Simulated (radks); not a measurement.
Values are calculated unless marked as measured or tabulated.
All-electron atom: Ni in [Ar] 3d8 4s2 (the NIST ground configuration).

Level of theory: non-relativistic Kohn-Sham, TPSS, spin-polarised, spherical densities, point nucleus; open shells are filled with parallel spins first; meta-GGA in the generalised Kohn-Sham scheme (a radial shooting solver on a logarithmic mesh with Libxc functionals).

Energy parts (eV):
part                      energy
total                 -41042.511
kinetic                41012.054
electron-nucleus      -97946.629
Hartree                17605.850
exchange-correlation   -1713.786

Orbitals (lengths in bohr, moments of r in powers of bohr; <r^-3> diverges for s and p1/2; r(max) is where P^2 peaks):
| orbital | occ. | eigenvalue (eV) | <r^-3> | <1/r> | r(max) |
|---|---|---|---|---|---|
| 1s up | 1 | -8137.666 | - | 27.52 | 0.03614 |
| 1s down | 1 | -8137.665 | - | 27.52 | 0.03614 |
| 2s up | 1 | -966.4226 | - | 5.954 | 0.2073 |
| 2s down | 1 | -965.3991 | - | 5.958 | 0.2073 |
| 2p up | 3 | -842.1337 | 596.8 | 5.907 | 0.1660 |
| 2p down | 3 | -841.3117 | 597.6 | 5.910 | 0.1659 |
| 3s up | 1 | -110.3455 | - | 1.886 | 0.6465 |
| 3s down | 1 | -107.9934 | - | 1.881 | 0.6468 |
| 3p up | 3 | -72.3681 | 75.26 | 1.758 | 0.6496 |
| 3p down | 3 | -70.0411 | 74.66 | 1.752 | 0.6500 |
| 3d up | 5 | -10.1068 | 7.082 | 1.378 | 0.6263 |
| 3d down | 3 | -8.0223 | 6.834 | 1.349 | 0.6294 |
| 4s up | 1 | -5.6709 | - | 0.4634 | 2.250 |
| 4s down | 1 | -5.3196 | - | 0.4491 | 2.311 |

The highest occupied level is 4s down at -5.320 eV. Virial ratio -V/T = 2.00074. The spin density at the nucleus is 0.1123 e/bohr^3 (1s -0.0102, 2s -0.8927, 3s 0.5363, 4s 0.4790), a Fermi contact field of 5.89 T. Summed over all electrons, <r^2> = 36.01 bohr^2, which gives a Langevin (diamagnetic) susceptibility term of -28.5 x 10^-6 cm^3/mol. The density falls to 0.001 e/bohr^3 at r = 4.33 bohr. The electron density at the nucleus is 1.496e+04 e/bohr^3.
